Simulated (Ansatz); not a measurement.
chloro(difluoro)methane (CHClF2), SMILES FC(F)Cl.

The structure is a stationary point at PBE0-D3(BJ)/def2-SVP.

Two levels are set side by side: PBE/def2-SVPD (Ansatz, a first-principles code) and PBE0/def2-SVPD (Ansatz). Energy differences of separate SCF runs at the same geometry; the states with an electron removed or added have multiplicity 2 and 2. Differences are taken from unrounded values.

```json
[
 {"quantity": "vertical ionisation energy (eV)", "PBE0": "12.50"},
 {"quantity": "vertical singlet–triplet gap (eV)", "PBE0": "7.29"}
]
```

### Question
What does PBE give, and how far is it from PBE0? (The exact figures need the calculation; the answer reports its results.)

### Answer

| quantity | PBE | PBE minus PBE0 |
|---|---|---|
| vertical ionisation energy (eV) | 12.20 | -0.30 |
| vertical singlet–triplet gap (eV) | 7.16 | -0.13 |
